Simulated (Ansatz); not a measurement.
`C[Si](F)(P)Cl` + H₂Se → `C[Si](F)(Cl)[SeH]` + PH₃ at 298.15 K and 1 bar (cleavage of the Si–P bond).

Isolated molecules relaxed with PBE0-D4/def2-TZVP in Ansatz; ΔE leaves out vibrations. CCSD(T)/CBS adds triple-zeta CCSD(T) − MP2 to the extrapolated MP2 energy (def2 sets, frozen cores). This one scheme is used for every species. For Se outer-core shells are correlated without core-valence functions, which leaves a few kJ/mol of doubt a bond. Scalar relativity is left out up to krypton. Each species was taken in one conformer, which may not be the lowest.

```tsv
species	CCSD(T)/CBS energy (Eh)	H − E (kJ/mol)	S (J/(mol·K))
`C[Si](F)(P)Cl`	-1230.79230	180.6	369.2
H₂Se	-2401.89790	45.8	219.1
`C[Si](F)(Cl)[SeH]`	-3289.98488	155.5	374.3
PH₃	-342.72256	73.1	210.2
```

H − E and S are ideal-gas, rigid-rotor, harmonic terms from PBE0-D4/def2-TZVP, for one conformer and one mirror image of each species. 1 Eh = 2625.50 kJ/mol, R = 8.31446 J/(mol·K).

Task: By hand: ΔE, ΔH, ΔS and ΔG.

Result: ΔE = (-3289.98488) + (-342.72256) − (-1230.79230) − (-2401.89790) = -0.01724 Eh = -45.3 kJ/mol. Δ(H − E) = 155.5 + 73.1 − 180.6 − 45.8 = 2.2, so ΔH = -43.1 kJ/mol. ΔS = 374.3 + 210.2 − 369.2 − 219.1 = -3.8 J/(mol·K). ΔG = -43.1 − 298.15 × (-3.8)/1000 = -42.0 kJ/mol.

Task: By hand: the equilibrium constant, and the temperature at which ΔG would vanish if ΔH and ΔS stayed fixed.

Result: log₁₀ K = −ΔG/(RT ln 10) = 7.4. ΔG = 0 at ΔH/ΔS = 11342 K, far beyond where these terms or the molecules hold.

The number of gas molecules stays the same, so ΔS is small and ΔH decides. A doubt of 5 kJ/mol in ΔE shifts log₁₀ K by 0.9 here. Other conformers and mirror images would add mixing entropy, several J/(mol·K) or more a flexible species. These are equilibria of isolated gas molecules and say nothing of rates. Largest T1 diagnostic: 0.013 (customary marks: 0.02 for closed shells, 0.045 for open ones).
